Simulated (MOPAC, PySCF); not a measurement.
C2H6Si, SMILES `C=C[SiH3]`, neutral singlet in the gas phase. 

Cartesian coordinates (Å):
```xyz
9

C     -1.5410     0.0570     0.3691
C     -0.3613    -0.4009     0.7789
Si     1.2515     0.1276     0.0199
H     -2.4751    -0.2619     0.8231
H     -1.6244     0.7745    -0.4425
H     -0.3461    -1.1189     1.5976
H      2.1339     0.7604     1.0377
H      1.9818    -1.0419    -0.5404
H      0.9767     1.1033    -1.0678
```
Charge 0, multiplicity 1.

All levels are single points at this geometry (PBE0-D3(BJ)/def2-TZVP); Pople sets use spherical d functions. Orbital energies aren't observables, and empty levels follow the basis.

BP86/6-31G* in PySCF gives gap (eV) = 5.56.

Task: Estimate the gap (eV) from each of these levels: PBE-D3(BJ)/def2-TZVP in PySCF; PBE0-D3(BJ)/def2-TZVP in PySCF; B3LYP/3-21G in PySCF; B3LYP/6-311+G** in PySCF; B3LYP/LANL2DZ in PySCF; PBE/6-31G* in PySCF; SVWN5/6-31G* in PySCF; HF/3-21G in PySCF; HF/STO-3G in PySCF; AM1 in MOPAC; PM3 in MOPAC; PM6 in MOPAC.

Result: 
```tsv
level	gap (eV)
PBE-D3(BJ)/def2-TZVP in PySCF	5.40
PBE0-D3(BJ)/def2-TZVP in PySCF	7.54
B3LYP/3-21G in PySCF	7.49
B3LYP/6-311+G** in PySCF	7.05
B3LYP/LANL2DZ in PySCF	7.26
PBE/6-31G* in PySCF	5.56
SVWN5/6-31G* in PySCF	5.50
HF/3-21G in PySCF	14.34
HF/STO-3G in PySCF	17.02
AM1 in MOPAC	11.31
PM3 in MOPAC	10.63
PM6 in MOPAC	10.95
```
